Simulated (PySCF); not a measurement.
Mapped SMILES: `[CH2:1]=[CH:2][CH2:3][SiH2:4][CH3:5]`. Each H is labelled by its parent atom. Ha(C1) is cis to C3; Hb(C1) is trans to C3.

Geometry: PBE0-D3(BJ)/def2-SVP; GIAO shifts from PySCF, gas phase, non-relativistic, averaged over equivalent atoms.

At BP86/pcSseg-1 (142 basis functions, 17 s wall time on 1 thread of an Arm Neoverse V1, shared host):
```
 atoms  δ (ppm)
    C2    142.0
    C1    118.7
    C3     24.2
    C5     -9.5
   Si4    -43.2
 H(C2)     5.92
Ha(C1)     5.15
Hb(C1)     5.14
H(Si4)     4.15
 H(C3)     1.76
 H(C5)     0.15
```

Shifts are taken against calculated references (same method and geometry level): TMS for ¹³C (σref 179.74) and ²⁹Si (σref 333.91) and ¹H (σref 31.27).

Estimate the result of repeating the calculation with KT2/pcSseg-1.

Answers


```
 atoms  δ at KT2/pcSseg-1  change
    C2              133.5    -8.5
    C1              111.5    -7.2
    C3               23.5    -0.7
    C5               -9.5    +0.0
   Si4              -44.3    -1.1
 H(C2)               5.75   -0.17
Ha(C1)               5.03   -0.12
Hb(C1)               4.99   -0.15
H(Si4)               4.11   -0.04
 H(C3)               1.76   +0.00
 H(C5)               0.15   +0.00
```

Referencing at the same level of theory: TMS for ¹³C (σref 183.22) and ²⁹Si (σref 361.05) and ¹H (σref 31.18).

The largest change is at C2 (alkene CH). Cost: 142 basis functions, 18 s wall time on 1 thread of an Arm Neoverse V1, shared host. The order of the carbon signals is the same at both levels.
